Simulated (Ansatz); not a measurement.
Born–Oppenheimer molecular dynamics of CH3BF2 (7 atoms, charge 0, multiplicity 1). It starts from a relaxed structure.

Method: RKS B3LYP/6-31G* in Ansatz 0.2.0.

```
ensemble        : NVT, Nosé–Hoover chain
time step       : 0.5 fs
steps asked     : 250
set temperature : 300 K
thermostat      : time constant 1 fs, chain length 1
seed            : 79113
```

First frame:

```xyz
7
Properties=species:S:1:pos:R:3
B -0.005 -0.007 0.022
C -0.009 -0.016 1.586
H -0.980 -0.300 2.001
H 0.761 -0.685 1.985
H 0.230 0.989 1.961
F 1.129 0.006 -0.671
F -1.125 0.013 -0.693
```

Question: How far do the bonds stretch over the last three quarters of this one trajectory? (Pairs bonded in most of those frames.)

Answer: 
| bond | mean (Å) | spread (Å) | shortest | longest |
| --- | --- | --- | --- | --- |
| B1–C2 | 1.565 | 0.032 | 1.50 | 1.61 |
| B1–F6 | 1.330 | 0.028 | 1.29 | 1.39 |
| B1–F7 | 1.330 | 0.024 | 1.27 | 1.37 |
| C2–H3 | 1.097 | 0.020 | 1.05 | 1.13 |
| C2–H4 | 1.096 | 0.035 | 1.02 | 1.16 |
| C2–H5 | 1.102 | 0.026 | 1.04 | 1.17 |

Mean temperature of the second half: 298 K. The conserved energy stayed within 0.55 meV per atom of its start (net change 0.18 meV per atom), so the integration is sound. A run of 0.12 ps of so small a system gives no equilibrium averages.

The run took 7.3 min on 1 thread of Arm Neoverse V1 (shared host), peak memory 0.11 GiB.
